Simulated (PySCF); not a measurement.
1,1-dibromo-2-chloroethene (C₂HBr₂Cl), SMILES ClC=C(Br)Br. Coordinates come from a B3LYP-D3(BJ)/def2-SVP optimisation.

Computed equilibrium geometry at B3LYP-D3(BJ)/def2-SVP (PySCF confirms it by a frequency run) as a Z-matrix, and its point group:
point group Cs.
```
C
C 1 1.3403
H 2 1.0912 1 120.80
Cl 2 1.7242 3 114.87 1 180.00
Br 1 1.8832 2 123.87 3 180.00
Br 1 1.8955 2 119.71 3 0.00
```
